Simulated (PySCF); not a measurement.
Strontium: a sound run and one with changed settings

Sound run: Sr [Kr] 5s2, Sr⁺ [Kr] 5s1. Computed with PySCF 2.14 in x2c-SVPall (6s4p5d1f, 50 functions), with the spin-free X2C one-electron Hamiltonian (Gaussian nucleus). In the sound run the correlated levels freeze [Kr]. The sound run starts from symmetry-adapted Hartree-Fock orbitals and uses a fine grid where one is needed.

Changed run: no relativity, point nucleus. This setting is unsound on purpose.

```
species   method  sound run (hartree)  changed run (hartree)  converged
     Sr      UHF          -3177.02417            -3105.94010        yes
     Sr    M06-L          -3178.81860            -3107.73428        yes
     Sr     BP86          -3179.32081            -3108.23885        yes
     Sr      MP2          -3177.03991            -3105.95610        yes
     Sr  CCSD(T)          -3177.04837            -3105.96506        yes
    Sr⁺      UHF          -3176.84871            -3105.77096        yes
    Sr⁺    M06-L          -3178.60537            -3107.52837        yes
    Sr⁺     BP86          -3179.10288            -3108.02914        yes
```

Ionisation energy of Sr:

```csv
method,sound run (eV),changed run (eV)
UHF,4.774,4.602
M06-L,5.802,5.603
BP86,5.930,5.707
MP2,5.203,5.038
SCS-MP2,5.288,5.125
CCSD,5.433,5.282
CCSD(T),5.433,5.282
CCSDT,5.433,5.282
FCI,5.433,5.282
```

Most of the change in total energy is the relativistic energy itself. On top of that the contraction fixes the core shape for the Hamiltonian it was made with, so the changed run is not a good calculation with the other Hamiltonian either.

For comparison, NIST gives 5.695 eV between the lowest levels.
